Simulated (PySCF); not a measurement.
C4H5B2Br.
Structure used (PBE0-D3(BJ)/def2-SVP), in Å, numbered top down from 1:
```xyz
12
C4H5B2Br angstrom
Br     0.1143    4.8773    0.3946
B      0.1509    2.9641    0.3656
C     -1.1961    2.1772    0.3554
C     -1.1616    0.8252    0.4111
B      0.2092    0.0732    0.5198
C      1.5494    0.8798    0.4172
C      1.5281    2.2320    0.3588
H     -2.1537    2.7105    0.3134
H     -2.1062    0.2657    0.4131
H      0.2334   -1.1220    0.7085
H      2.5157    0.3590    0.4233
H      2.4640    2.8030    0.3183
```

A calculation gives these core lines: B 1s: 195.43 (area 1), 196.54 (area 1) eV; C 1s: 290.18 (area 2), 290.31 (area 2) eV.

Computed with PySCF 2.14.0, delta-SCF UKS SCAN, pcX-2 on the ionised atom, pcseg-1 elsewhere, spin-free X2C. Isolated species at its PBE0-D3(BJ)/def2-SVP geometry, gas phase.

Which boron gives which B 1s line?

195.43 eV: B5 (ring boron); 196.54 eV: B2 (ring boron). The listed B 1s values span 1.11 eV, from B5 (bonded to 2 C and H) to B2 (bonded to Br and 2 C).

Bonded neighbours of each site: B2: Br and 2 C; C3/C7: C (double bond), H and B; C4/C6: C (double bond), H and B; B5: 2 C and H.

What is the C 1s shift of C3/C7 against C4/C6?

290.31 − 290.18 = +0.13 eV, or +13 kJ/mol.

The first atom of each set that the bonding makes equivalent was ionised and stands for the set. The unrestricted hole states depart most from a pure doublet (⟨S²⟩ = 0.75; over 0.85 named) for B 1s of B5 (0.94), which makes this value less certain. No level of bromine is listed.
